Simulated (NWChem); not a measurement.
System: TlI; SMILES [I][Tl]

NWChem input:

```
start job
memory heap 200 mb stack 900 mb global 1100 mb
geometry units angstroms noautosym nocenter noautoz
  Tl     0.000000     0.000000    -1.138477
  I      0.000000     0.000000     1.728296
end
basis spherical
  * library def2-tzvp
end
ecp
  I library def2-ecp
  Tl library def2-ecp
end
dft
  xc hfexch
  iterations 150
end
property
  response 1 0.0
end
task dft property
```

Excerpt of the output:

```
             Northwest Computational Chemistry Package (NWChem) 7.3.0
             --------------------------------------------------------

                             Geometry "geometry" -> ""
                             -------------------------

 Output coordinates in angstroms (scale by  1.889725989 to convert to a.u.)

  No.       Tag          Charge          X              Y              Z
 ---- ---------------- ---------- -------------- -------------- --------------
    1 Tl                  81.0000     0.00000000     0.00000000    -1.13847700
    2 I                   53.0000     0.00000000     0.00000000     1.72829600

 Effective nuclear repulsion energy (a.u.)     792.4443023412

                                 NWChem DFT Module
                                 -----------------

 Summary of "ao basis" -> "ao basis" (spherical)
 ------------------------------------------------------------------------------
       Tag                 Description            Shells   Functions and Types
 ---------------- ------------------------------  ------  ---------------------
 Tl                        def2-tzvp                16       50   6s5p3d2f
 I                         def2-tzvp                16       50   6s5p3d2f

            General Information
            -------------------
          SCF calculation type: DFT
          Wavefunction type:  closed shell.
          No. of atoms     :     2
          No. of electrons :    46
           Alpha electrons :    23
            Beta electrons :    23
          Charge           :     0
          Spin multiplicity:     1
          Use of symmetry is: off; symmetry adaption is: off
          Maximum number of iterations: 150
          AO basis - number of functions:   100
                     number of shells:    32
          Convergence on energy requested:  1.00D-06
          Convergence on density requested:  1.00D-05
          Convergence on gradient requested:  5.00D-04

              XC Information
              --------------
                     Hartree-Fock (Exact) Exchange  1.000

      Superposition of Atomic Density Guess
      -------------------------------------

 Sum of atomic energies:        -542.39873218

      Non-variational initial energy
      ------------------------------

 Total energy =    -468.148427
 1-e energy   =   -1012.500185
 2-e energy   =     447.442078
 HOMO         =      -0.289560
 LUMO         =      -0.001278

   convergence    iter        energy       DeltaE   RMS-Dens  Diis-err
 ---------------- ----- ----------------- --------- --------- ---------
 d= 0,ls=0.0,diis     1   -468.2370715656 -5.65D+02  7.62D-03  1.03D-01
 d= 0,ls=0.0,diis     2   -468.2607127492 -2.36D-02  1.84D-03  5.56D-02
 d= 0,ls=0.0,diis     3   -468.2659123300 -5.20D-03  6.69D-04  1.15D-03
 d= 0,ls=0.0,diis     4   -468.2662152056 -3.03D-04  3.47D-04  1.36D-04
 d= 0,ls=0.0,diis     5   -468.2662776593 -6.25D-05  9.87D-05  4.06D-05
  Resetting Diis
 d= 0,ls=0.0,diis     6   -468.2662857408 -8.08D-06  3.90D-05  1.80D-06
 d= 0,ls=0.0,diis     7   -468.2662869286 -1.19D-06  8.96D-06  4.23D-07
 d= 0,ls=0.0,diis     8   -468.2662870810 -1.52D-07  4.30D-06  1.31D-07

         Total DFT energy =     -468.266287080989
      One electron energy =    -1013.721878011948
           Coulomb energy =      483.750622335511
    Exchange-Corr. energy =      -35.204711984368
 Nuclear repulsion energy =       96.909680579816

 Numeric. integr. density =        0.000000000000

                       DFT Final Molecular Orbital Analysis
                       ------------------------------------

 Vector   21  Occ=2.000000D+00  E=-3.382859D-01
              MO Center=  1.1D-14, -1.7D-14,  1.6D+00, r^2= 2.3D+00
   Bfn.  Coefficient  Atom+Function         Bfn.  Coefficient  Atom+Function
  ----- ------------  ---------------      ----- ------------  ---------------
    67      0.501586  2 I  py                61     -0.404685  2 I  py
    64      0.310250  2 I  py                70      0.273991  2 I  py
    66     -0.190918  2 I  px                60      0.154034  2 I  px
    63     -0.118090  2 I  px                69     -0.104289  2 I  px
    17      0.055017  1 Tl py                23     -0.054898  1 Tl d -1

 Vector   22  Occ=2.000000D+00  E=-3.382859D-01
              MO Center= -1.4D-12, -5.2D-13,  1.6D+00, r^2= 2.3D+00
   Bfn.  Coefficient  Atom+Function         Bfn.  Coefficient  Atom+Function
  ----- ------------  ---------------      ----- ------------  ---------------
    66      0.501586  2 I  px                60     -0.404685  2 I  px
    63      0.310250  2 I  px                69      0.273991  2 I  px
    67      0.190918  2 I  py                61     -0.154034  2 I  py
    64      0.118090  2 I  py                70      0.104289  2 I  py
    16      0.055017  1 Tl px                25      0.054898  1 Tl d  1

 Vector   23  Occ=2.000000D+00  E=-3.239053D-01
              MO Center= -2.8D-15,  2.0D-14,  5.1D-01, r^2= 5.1D+00
   Bfn.  Coefficient  Atom+Function         Bfn.  Coefficient  Atom+Function
  ----- ------------  ---------------      ----- ------------  ---------------
    68      0.466003  2 I  pz                62     -0.369936  2 I  pz
     6      0.348696  1 Tl s                  5      0.317433  1 Tl s
    65      0.278715  2 I  pz                 3     -0.251991  1 Tl s
    71      0.244990  2 I  pz                18     -0.190380  1 Tl pz
    12      0.186019  1 Tl pz                 2      0.159143  1 Tl s

 Vector   24  Occ=0.000000D+00  E= 9.507128D-03
              MO Center= -7.3D-15,  1.7D-15, -1.2D+00, r^2= 7.3D+00
   Bfn.  Coefficient  Atom+Function         Bfn.  Coefficient  Atom+Function
  ----- ------------  ---------------      ----- ------------  ---------------
    20      0.538130  1 Tl py                19     -0.468042  1 Tl px
    17      0.229576  1 Tl py                11     -0.199115  1 Tl py
    16     -0.199675  1 Tl px                70     -0.184460  2 I  py
    10      0.173181  1 Tl px                69      0.160435  2 I  px
    14      0.152921  1 Tl py                13     -0.133004  1 Tl px

 Vector   25  Occ=0.000000D+00  E= 9.507128D-03
              MO Center=  2.7D-16,  1.7D-14, -1.2D+00, r^2= 7.3D+00
   Bfn.  Coefficient  Atom+Function         Bfn.  Coefficient  Atom+Function
  ----- ------------  ---------------      ----- ------------  ---------------
    19      0.538130  1 Tl px                20      0.468042  1 Tl py
    16      0.229576  1 Tl px                10     -0.199115  1 Tl px
    17      0.199675  1 Tl py                69     -0.184460  2 I  px
    11     -0.173181  1 Tl py                70     -0.160435  2 I  py
    13      0.152921  1 Tl px                14      0.133004  1 Tl py

 Vector   26  Occ=0.000000D+00  E= 5.763114D-02
              MO Center= -2.6D-15,  8.2D-15, -1.6D+00, r^2= 1.1D+01
   Bfn.  Coefficient  Atom+Function         Bfn.  Coefficient  Atom+Function
  ----- ------------  ---------------      ----- ------------  ---------------
    21      1.154256  1 Tl pz                56     -0.528943  2 I  s
     5      0.273194  1 Tl s                 71      0.225989  2 I  pz
    15      0.179732  1 Tl pz                12     -0.159361  1 Tl pz
    53      0.136472  2 I  s                  3     -0.121746  1 Tl s
    62     -0.120491  2 I  pz                65      0.117825  2 I  pz

     Multipole analysis of the density
     ---------------------------------

     L   x y z        total         alpha         beta         nuclear
     -   - - -        -----         -----         ----         -------
     0   0 0 0     -0.000000    -23.000000    -23.000000     46.000000

     1   1 0 0      0.000000      0.000000      0.000000      0.000000
     1   0 1 0     -0.000000     -0.000000     -0.000000      0.000000
     1   0 0 1     -2.030954    -19.250750    -19.250750     36.470546

     2   2 0 0    -38.944994    -19.472497    -19.472497      0.000000
     2   1 1 0     -0.000000     -0.000000     -0.000000      0.000000
     2   1 0 1     -0.000000     -0.000000     -0.000000      0.000000
     2   0 2 0    -38.944994    -19.472497    -19.472497      0.000000
     2   0 1 1     -0.000000     -0.000000     -0.000000      0.000000
     2   0 0 2    -43.019415   -203.444550   -203.444550    363.869684

 *** CALLING NEW AORESP DRIVER FOR CLOSED AND OPEN SHELLS ***
 Entering AOResponse driver routine

--------------------------------------------------------------------------------

          -----------------------------------------------
          Solving response equations for perturbing field
          -----------------------------------------------

 number of frequencies:     1
 frequency in a.u.:  0.0000000E+00
 Perturbing field: electric
 Using El. Dipole Length Gauge

 Setting up CPKS with frequency omega =      0.00000000 a.u.

 STATIC response

                                NWChem CPHF Module
                                ------------------

  scftype          =     RHF
  nclosed          =       23
  nopen            =        0
  variables        =     1771
  # of vectors     =        3
  tolerance        = 0.10D-03
  level shift      = 0.00D+00
  max iterations   =       50
  max subspace     =       30

 SCF residual:    2.6855974061382176E-004

Iterative solution of linear equations
  No. of variables     1771
  No. of equations        3
  Maximum subspace       30
        Iterations       50
       Convergence  1.0D-04

   iter   nsub   residual    time
   ----  ------  --------  ---------
     1      3    3.22D+00      12.1
     2      6    1.81D+00      16.1
     3      9    5.57D-01      20.1
     4     12    2.10D-01      24.0
     5     15    9.08D-02      27.9
     6     18    2.24D-02      32.0
     7     21    2.84D-03      35.9
     8     24    1.26D-03      39.9
     9     27    1.51D-04      43.9
    10     30    1.49D-05      47.9

 Electric Dipole Response Matrix (nonzero elements):

              1        2        3
    1   54.2251  -0.0000  -0.0000
    2   -0.0000  54.2251  -0.0000
    3    0.0000   0.0000 111.5337

 ------------------------------------------
 average:        73.32794 + I       0.00000

 DFT Linear Response polarizability / au
 Frequency  =       0.0000000 / au
              X              Y              Z
 -----------------------------------------------
 X      54.2250848     -0.0000000     -0.0000000
 Y      -0.0000000     54.2250848     -0.0000000
 Z       0.0000000      0.0000000    111.5336533
 -----------------------------------------------
 Eigenvalues =      54.2250848     54.2250848    111.5336533
 Isotropic   =      73.3279410
 Anisotropic =      57.3085685
 -----------------------------------------------

 Magnetic Dipole Response Matrix (nonzero elements):

 Exiting AOResponse driver routine
```

Level: Hartree-Fock/def2-TZVP with def2 effective core potentials on I, Tl. Geometry: optimised at PBE0/def2-SVP. def2 effective core potentials on I, Tl; no spin-orbit coupling.
